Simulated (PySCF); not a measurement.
## Computed structure and properties of [NdH2]+

System: [NdH2]+ (singlet in the valence; each metal's 4f electrons, 3 of them, lie in its core potential, out of spins and levels); start: template (C2v). Method: PySCF 2.14.0, RKS PBE0, Nd lcecp-1-SVP with ECP49, H def2-SVP; non-relativistic Hamiltonian with scalar-relativistic core potentials where named; density fitting; no spin-orbit coupling.

Input of the relaxation:

```python
mol = gto.M(atom='''
Nd     0.00000     0.00000    -0.01294
H      2.06510    -0.00000     0.91126
H     -2.06510     0.00000     0.91126''',
    basis={'Nd': 'lcecp-1-SVP', 'H': 'def2-SVP'},
    ecp={'Nd': 'lcecp-1-SVP'},
    charge=1, spin=0)
mf = dft.RKS(mol, xc='PBE0')
mf.grids.atom_grid = (50, 194)  # f atoms: unpruned, at least (60, 302)
mf = mf.density_fit()  # fitting sets: Nd AutoAux, H def2-universal-JKFIT
mf.conv_tol = 1e-08; mf.max_cycle = 55
mf.kernel(dm0)  # dm0: converged density of the start geometry
# quasi-Newton relaxation in Cartesian coordinates to a largest gradient under 0.00045 Eh/bohr, steps kept in the point group
```

Run from Python with OMP_NUM_THREADS=2; the lines above give its settings. Where DIIS fails, smearing, a level shift and second-order steps follow.
It took 4.7 s on 2 threads of Arm Neoverse V1, on a shared host, from the converged density of the start.

Course of the relaxation:

```
step  energy above end (eV)  largest force component within the symmetry (eV/Å)
   0                 0.8179                                               1.794
   1                 0.4314                                               1.416
   2                 0.0489                                               0.512
   3                 0.0064                                               0.092
   4                 0.0003                                               0.036
   5                 0.0000                                               0.007
   6                 0.0000                                               0.002
```

Relaxed geometry (C2v):

```xyz
3

Nd    0.0000    0.0000   -0.1682
H     1.5796    0.0000    0.9889
H    -1.5796    0.0000    0.9889
```

```json
{"contact": "Nd1–H2 (H)", "Å": "1.958"}
{"contact": "Nd1–H3 (H)", "Å": "1.958"}
```

On the finer grid (75, 302):

The HOMO is -12.62 eV. The LUMO is -7.60 eV. The dipole about the centre of mass is 4.14 D and the set of Mulliken populations of Nd1 outside the core potential is s 2.43, p 6.11, d 1.24, f 0.02. The D3(BJ) dispersion energy (not in the energies) is -0.021 eV.

| atom | Mulliken (e) | Löwdin (e) | spin (e) |
| --- | --- | --- | --- |
| Nd1 | 1.19 | 1.21 | 0.00 |
| H2 | -0.10 | -0.11 | 0.00 |
| H3 | -0.10 | -0.11 | 0.00 |

The 4f levels lie in the core potential and are missing. Their spin isn't counted.

On the grid (50, 194), as all that follows. Harmonic modes: a minimum; lowest 473 cm⁻¹ (negative: unstable), highest 1637 cm⁻¹, zero-point energy 0.231 eV.

Taking off one H (charge -1, singlet; the rest: singlet) in vacuum, both parts rigid, costs 15.32 eV; the small basis without counterpoise inflates it. Most of it is the attraction of opposite charges; other ways to part are cheaper, and one spin state was tried for the rest.

Rigid scan of H along the line from its metal:

distance to H2 (Å), energy (eV) and a bar:
```
     1.66      0.609 ######
     1.76      0.242 ##
     1.86      0.054 #
     1.96      0.000 
     2.06      0.044 
     2.16      0.158 ##
     2.36      0.522 #####
     2.66      1.217 ############
     3.06      2.144 #####################
     3.56      3.106 ##############################
```

One start shape was tried, so this needn't be the lowest isomer.

An lcecp potential fixes the number of 4f electrons, so in runs with it no electron can move into or out of that shell.
